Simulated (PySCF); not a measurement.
Job file and geometry (Å, from GFN2-xTB) of an NMR shielding run on SMILES CN[Si@@H](C[SiH2]P)[SiH2]N, C₂H₁₅N₂PSi₃, GIAO PBE0/pcSseg-1 NMR shielding, non-relativistic, gas phase in PySCF; density fitting, a coarse starting grid and PySCF grid level 2 are the driver's defaults:

```
$ OMP_NUM_THREADS=1 python probes_run.py task.json out

{"job": {"kind": "nmr", "xc": "PBE0", "basis": "pcSseg-1"}, "charge": 0, "multiplicity": 1}
C     -2.599228    -2.241157     0.302580
N     -1.649818    -1.604563    -0.573534
Si    -0.269663    -0.743089     0.010035
C      0.526026    -0.105512    -1.604124
Si     2.165234     0.820686    -1.390348
P      3.429708    -0.228040     0.130773
Si    -0.689329     0.871265     1.614737
N     -0.418083     2.434240     0.927233
H     -2.077219    -2.579468     1.194458
H     -3.406333    -1.567315     0.613985
H     -3.045128    -3.108581    -0.188968
H     -2.078839    -1.314355    -1.438789
H      0.595348    -1.804570     0.565458
H     -0.166136     0.545965    -2.136057
H      0.691890    -0.961234    -2.257369
H      2.943533     0.807296    -2.640935
H      1.921515     2.225391    -1.036805
H      2.795149     0.333632     1.223036
H      4.416803     0.742274     0.136273
H      0.225194     0.864272     2.765397
H     -2.037929     0.729354     2.215053
H     -0.434501     3.239495     1.532585
H     -0.842949     2.670995     0.045405
```

Question: What does the program print?

Answer: 
```
coarse grid: 20096 points
cycle   1  E = -1403.6920683606  dE =  4.349e-01  |g| = 6.220e-01  |ddm| = 4.245e+00
cycle   2  E = -1403.6209578583  dE =  7.111e-02  |g| = 8.338e-01  |ddm| = 1.424e+00
cycle   3  E = -1403.7798555773  dE = -1.589e-01  |g| = 7.035e-02  |ddm| = 9.387e-01
cycle   4  E = -1403.7809148204  dE = -1.059e-03  |g| = 2.674e-02  |ddm| = 1.063e-01
cycle   5  E = -1403.7810723710  dE = -1.576e-04  |g| = 7.224e-03  |ddm| = 3.040e-02
cycle   6  E = -1403.7810839634  dE = -1.159e-05  |g| = 2.591e-03  |ddm| = 9.689e-03
cycle   7  E = -1403.7810855780  dE = -1.615e-06  |g| = 4.676e-04  |ddm| = 3.379e-03
final grid: 172688 points
cycle   8  E = -1403.8198214297  dE = -3.231e-05  |g| = 8.814e-03  |ddm| = 3.002e-02
cycle   9  E = -1403.8198073815  dE =  1.405e-05  |g| = 1.183e-02  |ddm| = 1.959e-02
cycle  10  E = -1403.8198392024  dE = -3.182e-05  |g| = 8.789e-04  |ddm| = 1.163e-02
cycle  11  E = -1403.8198393593  dE = -1.569e-07  |g| = 2.241e-04  |ddm| = 9.168e-04
cycle  12  E = -1403.8198393699  dE = -1.057e-08  |g| = 4.654e-05  |ddm| = 1.912e-04
cycle  13  E = -1403.8198393703  dE = -4.175e-10  |g| = 2.449e-05  |ddm| = 7.678e-05
converged SCF energy = -1403.8198393703

GIAO shielding tensors (ppm)
atom      isotropic    diamagn.    paramagn.     s11        s22        s33       span
  0 C      153.885     241.769     -87.884    130.864    144.264    186.528     55.664
  1 N      255.855     325.673     -69.818    206.763    252.786    308.017    101.254
  2 Si     377.545     883.300    -505.756    336.860    360.126    435.649     98.789
  3 C      192.902     260.063     -67.161    184.259    192.882    201.564     17.305
  4 Si     400.340     880.502    -480.162    366.547    392.277    442.196     75.649
  5 P      623.293     967.919    -344.626    559.662    604.370    705.846    146.184
  6 Si     413.746     881.524    -467.778    362.716    388.766    489.756    127.040
  7 N      271.151     318.147     -46.995    235.909    261.059    316.486     80.577
  8 H       29.446      29.037       0.409     25.516     27.609     35.214      9.699
  9 H       28.728      28.323       0.405     23.311     26.960     35.913     12.602
 10 H       28.817      26.333       2.484     23.287     26.524     36.641     13.354
 11 H       32.549      35.574      -3.024     22.194     33.669     41.785     19.591
 12 H       26.597      32.543      -5.945     22.157     26.978     30.656      8.499
 13 H       31.655      34.902      -3.247     27.156     29.398     38.410     11.254
 14 H       31.082      32.891      -1.809     25.448     29.368     38.429     12.981
 15 H       27.203      28.956      -1.753     23.182     25.177     33.249     10.067
 16 H       26.590      29.998      -3.408     23.137     25.477     31.156      8.018
 17 H       30.668      32.083      -1.415     24.377     29.565     38.063     13.686
 18 H       30.755      29.450       1.305     25.496     26.539     40.230     14.735
 19 H       26.984      30.760      -3.776     24.764     25.266     30.923      6.159
 20 H       26.422      30.398      -3.976     22.189     25.275     31.802      9.613
 21 H       31.794      29.889       1.905     23.611     27.264     44.508     20.897
 22 H       32.424      34.163      -1.739     25.073     29.900     42.299     17.226
```

Size and cost of the density-fitted run: 239 basis functions, 94 s wall time on 1 thread of an Arm Neoverse V2, shared host; peak memory 1.1 GiB.
